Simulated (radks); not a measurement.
Valence configurations of Si IV (all share [Ne]). All-electron calculation, Dirac Kohn-Sham, LDA (Slater exchange, Perdew-Wang correlation), spin-unpolarised, spherical densities, point nucleus; open shells fill j = l - 1/2 first. Program: a radial shooting solver on a logarithmic mesh with Libxc functionals. Energies are relative to 3s1; eigenvalues in eV.

valence,E (eV),e(3p1/2),e(3s1/2)
3s1,0.000,-,-39.688
3s0.5 3p0.5,4.309,-31.361,-39.981
3p1,8.621,-31.633,-

NIST lists [Ne] 3s1 as the ground configuration; this level of theory agrees among the configurations tried. The energies are those of spherical spin-averaged densities, not of single terms.
